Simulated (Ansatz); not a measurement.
Basis sets compared for Zn6H18S6. The state is a singlet with charge 0. Geometry PBE-D4/def2-SVP. Ansatz on 2 threads of AMD EPYC 7R13 on a shared host and a share (18 GiB) of an NVIDIA H100 80GB HBM3; times are rough, and most runs start from earlier orbitals.

Cartesian coordinates in Å:
```
S -0.552 1.489 2.822
Zn 0.888 2.584 1.282
Zn 2.251 -1.663 1.066
S 2.139 0.484 0.045
S -0.853 3.114 -0.245
Zn 1.921 0.115 -2.295
Zn -1.850 -0.442 2.343
S -0.101 -1.993 0.914
S -3.116 0.612 0.631
Zn -2.215 1.524 -1.369
Zn -0.556 -2.623 -1.335
S -0.399 -0.384 -2.124
H 1.660 -0.432 3.052
H 0.291 1.070 3.803
H 2.219 3.360 1.563
H 2.249 -0.889 3.269
H 3.428 -2.594 1.446
H 3.443 0.868 0.121
H -0.204 3.749 -1.258
H 1.136 2.395 -2.290
H 1.646 2.363 -2.874
H 2.947 -0.005 -3.448
H -2.272 -1.604 3.304
H -0.230 -3.192 1.545
H -3.935 -0.378 0.187
H -2.802 -1.961 -0.764
H -2.872 1.623 -2.786
H -0.659 -3.992 -2.050
H -2.883 -2.647 -1.119
H -0.720 -0.554 -3.436
```

Single mean-field runs in def2-TZVP are fitted with def2-universal-jkfit. In the singlet geometry the species has come apart into loosely held pieces. In the singlet, H20 and H21 lie 0.78 Å apart, H26 and H29 lie 0.78 Å apart, H13 and H16 lie 0.78 Å apart (atoms count from 1), so H2 has formed as a molecule.

Binding counts from free atoms (S triplet, Zn singlet, H doublet) in the same basis, without a counterpoise term.

```json
{"level": "PBE-D4/def2-SVP", "functions": "384", "energy (Eh)": "-13071.5328", "HOMO (eV)": "-5.86", "LUMO (eV)": "-1.78", "binding per atom (eV)": "2.38", "wall time": "7 s"}
{"level": "PBE0-D4/def2-SVP", "functions": "384", "energy (Eh)": "-13071.9331", "HOMO (eV)": "-7.06", "LUMO (eV)": "-1.07", "binding per atom (eV)": "2.37", "wall time": "8 s"}
```

Q: Estimate the rows for PBE-D4/def2-TZVP (with forces), PBE0-D4/def2-TZVP.

A: 
```
                         level  functions  energy (Eh)  HOMO (eV)  LUMO (eV)  binding per atom (eV)  wall time
PBE-D4/def2-TZVP (with forces)        618  -13073.9679      -6.18      -2.25                   2.33        9 s
             PBE0-D4/def2-TZVP        618  -13074.2918      -7.31      -1.58                   2.33      9.5 s
```
